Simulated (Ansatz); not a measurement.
Species: CH4Si, charge 0, singlet. CH4Si (methylidenesilane, SMILES C=[SiH2]).
B3LYP-D3(BJ)/def2-TZVP minimum from Ansatz (a quantum-chemistry and plane-wave program):
```xyz
6

C     -1.1498    -0.0548    -0.0450
Si     0.5479     0.0261     0.0215
H     -1.7685     0.8316    -0.0996
H     -1.6839    -0.9961    -0.0356
H      1.3979    -1.1745     0.0958
H      1.2833     1.3023     0.0091
```
Charge 0, spin multiplicity 1.

Total energies in cc-pV(T+d)Z, 12 correlated electrons, 6 frozen orbitals. UHF or UKS for unpaired electrons; spin-orbit terms are left out. Correlated methods leave the cores frozen. No relativity. The restricted determinant of CH4Si (C=[SiH2], singlet) is unstable towards broken spin symmetry in at least one set run.

| method | program | energy (Eh) | minus CCSDT(Q) (mEh) |
|---|---|---|---|
| HF | Ansatz | -329.08975 | 341.93 |
| MP2 | Ansatz | -329.38544 | 46.24 |
| CCSD | Ansatz | -329.41544 | 16.24 |
| CCSD(T) | Ansatz | -329.42985 | 1.84 |
| CCSDT(Q) | Ansatz | -329.43169 | 0.00 |

Rough core times of Ansatz's runs on a shared machine: CCSD(T) under 20 s, CCSDT(Q) 9 min.
